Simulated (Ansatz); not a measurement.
Species: C4H7N, SMILES `C=CC(=C)N` (C–C–C–N torsion -5°, C–C–N–H torsion 145°) (charge 0, multiplicity 1), formula C4H7N.

### Question
How many basis functions does frozen-core CCSD(T)/def2-TZVPP // PBE-D3(BJ)/def2-TZVP in Ansatz (a quantum-chemistry and plane-wave program) use, how many core orbitals are frozen, and how many electrons are correlated?

### Answer
253 basis functions and 5 frozen orbitals, which leaves 28 correlated electrons. Core time is of the order of minutes.
